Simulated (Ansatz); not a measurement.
`[SiH3]O[CH2][ZnH]` + `CO[SiH](O)F` → `CO[SiH](F)O[SiH3]` + `O[CH2][ZnH]`  (ligand exchange at the Si–O bond)

Calculated with Ansatz (gas phase, PBE0-D4/def2-TZVP geometries, no zero-point term in ΔE). CBS: MP2 limit from def2 TZ/QZ plus the TZ coupled-cluster correction, frozen cores. DFT in def2-TZVPP. B3LYP here is the variant with VWN-RPA as its local correlation; programs differ in this. For Zn outer-core shells are correlated without core-valence functions, which leaves a few kJ/mol of doubt a bond. Scalar relativity is left out up to krypton. Each species was taken in one conformer, which may not be the lowest.

| level | ΔE (kJ/mol) | difference from CCSD(T)/CBS |
| --- | --- | --- |
| PBE-D4 | -7.5 | 0.6 |
| r2SCAN-D4 | -8.7 | -0.6 |
| PBE0-D4 | -8.1 | 0.0 |
| B3LYP-D4 | -9.9 | -1.8 |
| ωB97X-V | -7.2 | 0.9 |
| ωB97M-V | -6.6 | 1.5 |
| B2PLYP | -7.5 | 0.6 |
| PBE | -7.2 | 0.9 |
| r2SCAN | -8.4 | -0.3 |
| PBE0 | -7.6 | 0.5 |
| B3LYP | -9.4 | -1.3 |
| HF/def2-TZVPP | -11.8 | -3.7 |
| MP2/def2-TZVPP | -4.7 | 3.4 |
| SCS-MP2/def2-TZVPP | -6.7 | 1.4 |
| CCSD/def2-TZVPP | -7.6 | 0.5 |
| CCSD(T)/def2-TZVPP | -6.5 | 1.6 |
| HF/def2-QZVPP | -12.9 | -4.8 |
| MP2/def2-QZVPP | -6.0 | 2.1 |
| SCS-MP2/def2-QZVPP | -7.9 | 0.2 |
| HF/CBS(def2) | -13.0 | -4.9 |
| MP2/CBS(def2) | -6.3 | 1.8 |
| CCSD/CBS(def2) | -9.2 | -1.1 |
| CCSD(T)/CBS | -8.1 | 0 |

Largest T1 diagnostic among the species: 0.014.

In def2-TZVPP, CCSD(T) changes the Hartree–Fock value by +5.3 kJ/mol (the triples alone add +1.1 kJ/mol) and MP2 by +7.1 kJ/mol.
